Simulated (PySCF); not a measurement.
Geometry:
```json
{"atom": "C1", "x (Å)": "-2.653", "y (Å)": "1.230", "z (Å)": "-0.202"}
{"atom": "C2", "x (Å)": "-1.343", "y (Å)": "1.054", "z (Å)": "-0.053"}
{"atom": "C3", "x (Å)": "-0.629", "y (Å)": "-0.194", "z (Å)": "-0.225"}
{"atom": "C4", "x (Å)": "-1.393", "y (Å)": "-1.429", "z (Å)": "-0.609"}
{"atom": "C5", "x (Å)": "0.699", "y (Å)": "-0.261", "z (Å)": "-0.049"}
{"atom": "S6", "x (Å)": "1.733", "y (Å)": "1.083", "z (Å)": "0.398"}
{"atom": "C7", "x (Å)": "3.331", "y (Å)": "0.217", "z (Å)": "0.438"}
{"atom": "H8", "x (Å)": "-3.319", "y (Å)": "0.430", "z (Å)": "-0.475"}
{"atom": "H9", "x (Å)": "-3.106", "y (Å)": "2.195", "z (Å)": "-0.054"}
{"atom": "H10", "x (Å)": "-0.719", "y (Å)": "1.895", "z (Å)": "0.223"}
{"atom": "H11", "x (Å)": "-2.146", "y (Å)": "-1.655", "z (Å)": "0.145"}
{"atom": "H12", "x (Å)": "-0.728", "y (Å)": "-2.283", "z (Å)": "-0.702"}
{"atom": "H13", "x (Å)": "-1.901", "y (Å)": "-1.277", "z (Å)": "-1.560"}
{"atom": "H14", "x (Å)": "1.238", "y (Å)": "-1.187", "z (Å)": "-0.176"}
{"atom": "H15", "x (Å)": "3.550", "y (Å)": "-0.189", "z (Å)": "-0.545"}
{"atom": "H16", "x (Å)": "3.300", "y (Å)": "-0.571", "z (Å)": "1.185"}
{"atom": "H17", "x (Å)": "4.080", "y (Å)": "0.955", "z (Å)": "0.709"}
```

Geometry: GFN2-xTB; GIAO absolute shieldings from PySCF 2.14.0 with density-fitted response routines, gas phase, non-relativistic, averaged over equivalent atoms.

At PBE0/pcSseg-1 (176 basis functions, 50 s wall time on 1 thread of an Arm Neoverse N1, shared host):
| atoms | σ (ppm) |
| --- | --- |
| C2 | 46.1 |
| C5 | 47.5 |
| C3 | 53.2 |
| C1 | 69.4 |
| C7 | 165.4 |
| C4 | 165.4 |
| S6 | 505.3 |
| H10 | 24.77 |
| H14 | 26.09 |
| H9 | 26.35 |
| H8 | 26.45 |
| H15/H16/H17 | 29.46 |
| H11/H12/H13 | 29.81 |

Task: Estimate the result of repeating the calculation with wB97X/pcSseg-1.

Result: 
```tsv
atoms	σ at wB97X/pcSseg-1	change
C2	47.7	+1.6
C5	50.9	+3.4
C3	54.7	+1.5
C1	70.1	+0.7
C7	169.3	+3.9
C4	168.5	+3.1
S6	530.4	+25.1
H10	24.91	+0.14
H14	26.27	+0.18
H9	26.39	+0.04
H8	26.48	+0.03
H15/H16/H17	29.64	+0.18
H11/H12/H13	29.95	+0.14
```

The largest change is at S6 (sulfide sulfur). Cost: 176 basis functions, 60 s wall time on 1 thread of an Arm Neoverse N1, shared host. The order of the carbon signals changes between the two levels.
